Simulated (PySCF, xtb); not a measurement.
HfF4, SMILES [F][Hf]([F])([F])[F], multiplicity 1.

Harmonic wavenumbers (cm⁻¹) from GFN2-xTB (xtb) at its own minimum, in rising order: 120, 120, 120, 131, 131, 481, 532, 532, 532.

### Question
What does B3LYP-D3(BJ)/def2-SVP (PySCF) give at its own minimum? (The exact figures need the calculation; the answer reports its results.)

### Answer
157, 157, 157, 163, 163, 673, 673, 673, 681. Paired by order, the mean absolute difference is 88 cm⁻¹ and the zero-point energies are 3.9 and 5.0 kcal/mol.
